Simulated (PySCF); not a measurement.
**SMILES OC#CC(F)(F)F, C3HF3O**

Geometry (Å), atoms numbered from 1 in this order:
```xyz
8

O     1.4016    0.9752   -1.5530
C     0.7008    0.4946   -0.5808
C     0.0739    0.1043    0.3614
C    -0.6979   -0.3704    1.4955
F    -1.9784    0.0181    1.4327
F    -0.6980   -1.7089    1.5624
F    -0.2039    0.0876    2.6512
H     1.3700    0.3913   -2.3216
```

The calculation used quadratic response CAM-B3LYP/def2-TZVPD first hyperpolarisability, Taylor convention, gas phase in PySCF. Geometry: PBE0-D3(BJ)/def2-TZVP.

Problem. What is the first hyperpolarisability, and how does it disperse?

Solution. In au, Taylor convention; the vector part is βᵢ = ⅓ Σⱼ (βᵢⱼⱼ + βⱼᵢⱼ + βⱼⱼᵢ); β∥ is 3/5 of the vector part along the dipole, the dipole points from − to +:
| process | λ (nm) | β vector norm | β∥ | β HRS | depolarisation ratio |
| --- | --- | --- | --- | --- | --- |
| static β(0;0,0) | ∞ | 78.5 | 37.9 | 35.9 | 3.78 |
| second harmonic β(−2ω;ω,ω) | 1907 | 81.2 | 39.3 | 36.9 | 3.83 |
| Pockels β(−ω;ω,0) | 1907 | 79.3 | 38.4 | – | – |
| second harmonic β(−2ω;ω,ω) | 1064 | 87.7 | 42.6 | 39.4 | 3.94 |
| Pockels β(−ω;ω,0) | 1064 | 81.4 | 39.4 | – | – |

Problem. Which lowest excitations, dipole and polarisabilities go with it?

Solution. S1 6.17 eV (f = 0.001); S2 6.34 eV (f = 0.002); S3 6.85 eV (f = 0.005); dipole 3.81 D; isotropic α 43.4 au static, 43.4 au at 1907 nm, 43.7 au at 1064 nm, 43.7 au at 953.5 nm, 44.6 au at 532 nm.
